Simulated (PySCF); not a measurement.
## Dipole response of B (boron, neutral)

[He] 2s2 2p1, 2P determinant. Computed with PySCF 2.14 in aug-cc-pV5Z, with no relativity, point nucleus. Coupled (time-dependent) response in atomic units; α is the mean over directions.

```csv
method,mean α (bohr³),"α xx, yy, zz",C₆ (like pair),S(−4)
wB97X-V,22.02,"20.04, 25.98, 20.04",107.1,308.2
```

S(−4) is the Cauchy moment in α(ω) = α(0) + S(−4) ω² + …

Reference α: 20.5 ± 0.1 bohr³ (recommended; Schwerdtfeger and Nagle, table of static dipole polarizabilities (2023 update)). Published C₆: 99.50 (Chu and Dalgarno (2004); Tang, Norbeck and Certain (1976)).

α(iu) at wB97X-V:

```
u (hartree)  α(iu) (bohr³)
          0          22.02
     0.0500          21.28
      0.100          19.41
      0.200          14.69
      0.300          10.72
      0.500          6.013
      0.750          3.369
       1.00          2.135
       1.50          1.078
       2.00         0.6518
       3.00         0.3172
       5.00         0.1284
```

The components differ because the open shell of this determinant is not spherical; for a pure term their mean is the scalar polarisability.
